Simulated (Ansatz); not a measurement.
Molecule: BH, charge 0, multiplicity 1. SMILES: [BH]
Geometry: optimised at B3LYP-D3(BJ)/def2-TZVP (Ansatz, an electronic-structure program).

Wanted: vertical triplet-singlet gap, E(triplet) - E(singlet), in eV. Terms: 6-311+G** with 5d; non-relativistic; each state is the SCF solution reached for its charge and spin; no spin-orbit coupling; six Cartesian d functions in 6-31G* and its kin unless marked 5d; open shells spin-unrestricted. First-principles rows: single points at B3LYP-D3(BJ) geometries (Ansatz). Levels can end on unlike triplets.

```tsv
level	program	vertical triplet-singlet gap, E(triplet) - E(singlet) (eV)
B3LYP/STO-3G	Ansatz	1.02
B3LYP/3-21G	Ansatz	1.08
B3LYP/6-31G*	Ansatz	1.13
B3LYP/6-311+G**	Ansatz	1.15
B3LYP/def2-TZVPD	Ansatz	1.15
```

No value to compare with is used here. The 4 habitual levels span 1.02 (B3LYP/STO-3G) to 1.15 eV (B3LYP/6-311+G**); B3LYP/def2-TZVPD gives 1.15.

The sets are all those run for this method; runs whose electronic state is in doubt are left out.
